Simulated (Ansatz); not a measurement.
Geometry optimisation, RKS r2SCAN/6-31G* in Ansatz 0.2.0.

Input:

```yaml
crystal:
  periodic: [false, false, false]
  atoms:
    - { symbol: Al, position_ang: [-0.0372, 0.0152, -0.0162] }
    - { symbol: H, position_ang: [1.7583, -0.8695, 0.0351] }
    - { symbol: "N", position_ang: [0.1633, 1.7253, 0.3882] }
    - { symbol: "N", position_ang: [-1.2756, -1.1883, 0.3666] }
    - { symbol: H, position_ang: [1.4106, -0.6813, -0.8633] }
    - { symbol: F, position_ang: [0.8451, -0.3823, -1.8901] }
    - { symbol: H, position_ang: [-0.2755, 2.2381, 1.1387] }
    - { symbol: H, position_ang: [0.7479, 2.3584, -0.1392] }
    - { symbol: H, position_ang: [-1.8914, -1.1971, 1.1658] }
    - { symbol: H, position_ang: [-1.4454, -2.0184, -0.1855] }
basis:
  gaussian: { orbitals: "6-31G*" }
hamiltonian:
  xc: r2scan
relax:
  f_tol: 0.15
  max_steps: 25
  restrain:
    - { distance: [0, 5], at: 3.08, k: 30.0 }
    - { distance: [4, 1], at: 1.92, k: 30.0 }
    - { distance: [0, 1], at: 1.52, k: 30.0 }
    - { distance: [4, 5], at: 0.88, k: 30.0 }
```

Run as:

```bash
$ ansatz run input.yaml --threads 2 --pin off --max-ram 3072MiB --backend cpu --events-out ev --progress --plain --runs-dir out
```

Task: Where does it end, and by what steps?

Result: It converged. The restraints hold the end off the free minimum. After 8 steps the energy has fallen by 0.048 eV (the restraints' own energy left out); H5 moved furthest, 0.99 Å. Parted: Al1–H5, Al1–F6. Joined: Al1–H2, H5–F6.

```json
{"step": "0", "energy less start (eV)": "0.0000", "largest force component (eV/Å)": "1.743", "accepted": "yes"}
{"step": "1", "energy less start (eV)": "0.4838", "largest force component (eV/Å)": "2.196", "accepted": "yes"}
{"step": "2", "energy less start (eV)": "0.4761", "largest force component (eV/Å)": "1.601", "accepted": "yes"}
{"step": "3", "energy less start (eV)": "0.6154", "largest force component (eV/Å)": "2.208", "accepted": "yes"}
{"step": "4", "energy less start (eV)": "0.4686", "largest force component (eV/Å)": "1.588", "accepted": "yes"}
{"step": "5", "energy less start (eV)": "0.2105", "largest force component (eV/Å)": "0.878", "accepted": "yes"}
{"step": "6", "energy less start (eV)": "0.0688", "largest force component (eV/Å)": "0.712", "accepted": "yes"}
{"step": "7", "energy less start (eV)": "-0.0306", "largest force component (eV/Å)": "0.865", "accepted": "yes"}
{"step": "8", "energy less start (eV)": "-0.0479", "largest force component (eV/Å)": "0.893", "accepted": "yes"}
```

```xyz
10
Properties=species:S:1:pos:R:3
Al 0.158 -0.081 0.380
H 1.524 -0.745 0.088
N 0.115 1.677 0.635
N -1.260 -1.128 0.609
H 1.608 -0.760 -1.831
F 1.063 -0.509 -2.526
H -0.702 2.248 0.814
H 0.931 2.266 0.533
H -2.202 -0.841 0.845
H -1.235 -2.128 0.454
```

The run took 23 s on 2 threads of Arm Neoverse V2 (shared host), peak memory 0.15 GiB.
